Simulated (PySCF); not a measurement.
C5H7F3N (charge +1).
SMILES: `FC(F)=C(C1C[NH2+]C1)F`

A PySCF run (density fitting, gas phase, GFN2-xTB geometry) gave HOMO -11.61 eV, LUMO -4.23 eV and E = -546.864 Eh.

Question: Which of these levels was it?
A. PBE0/pcSseg-0
B. PBE0/6-311G**
C. PBE0/pcSseg-1
D. HCTH407/pcSseg-1

Answer: A. It is PBE0/pcSseg-0. All candidates on this geometry:

```tsv
level and settings	kind	basis functions	SCF cycles	E (Eh)	HOMO (eV)	LUMO (eV)
HCTH407/pcSseg-1, start guess huckel, fitting basis def2-universal-jkfit	GGA	188	18	-548.5453	-10.18	-5.63
PBE0/6-311G**	global hybrid	204	14	-548.2795	-11.27	-4.51
PBE0/pcSseg-1	global hybrid	188	14	-548.0784	-11.39	-4.54
PBE0/pcSseg-0, start guess huckel	global hybrid	95	18	-546.8644	-11.61	-4.23
```

The nearest other candidate, by the summed differences of HOMO and LUMO, is PBE0/pcSseg-1: its HOMO differs by +0.22 eV and its LUMO by -0.31 eV. Cycle counts include a coarse-grid stage where the run had one. All basis functions are spherical, in the Pople sets too.

Shape of the structure used: `[F:1][C:2]([F:3])=[C:4]([F:5])[CH:6]1[CH2:7][NH2+:8][CH2:9]1`: C2–C4–C6–C7 132°.
